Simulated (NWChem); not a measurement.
CH5NOTe; SMILES N[Te]OC

```xyz
9

Te     0.3358    -0.4559    -0.0316
O      0.1372     1.4469     0.5786
C     -0.3601     2.3817    -0.3379
H     -1.4173     2.1944    -0.6098
H     -0.3122     3.3739     0.1419
H      0.2255     2.4265    -1.2760
N     -1.5370    -1.1676     0.0591
H     -2.1897    -0.7847    -0.6190
H     -1.9459    -1.1964     0.9893
```
Atoms are numbered in this order, from 1.

Computed with NWChem. Medium grid unless said otherwise, to which SCAN and Minnesota functionals are sensitive. Structure relaxed at the PBE0/def2-SVP level. def2 effective core potentials on Te; no spin-orbit coupling. Hybrids' shares of exact exchange are those that their runs print; pure functionals count as 0. The functionals differ in more than this share.

```
row              share of exact exchange  orbital gap (eV)
---------------  -----------------------  ----------------
PBE/def2-SVP                        0.00              3.11
BP86/def2-SVP                       0.00              3.11
B3LYP/def2-SVP                      0.20          withheld
M06/def2-SVP                        0.27              5.08
PW6B95/def2-SVP                     0.28              5.26
```

Problem. Fit a straight line of the last column on the one before it, predict the withheld value, and compare with the run.

Solution. 
1. Means of the 4 shown rows: x = 0.138, y = 4.140. Slope Σ(x − x̄)(y − ȳ)/Σ(x − x̄)² = 0.5674/0.07568 = 7.498; intercept 3.109.
2. The shown rows scatter about the line by 0.037 (root mean square); the largest residual is -0.05, at M06/def2-SVP.
3. At x = 0.20 (B3LYP/def2-SVP; inside the shown range) the line gives 4.61.
4. The run gives 4.68, +0.07 from the line, 1.9 times the scatter.
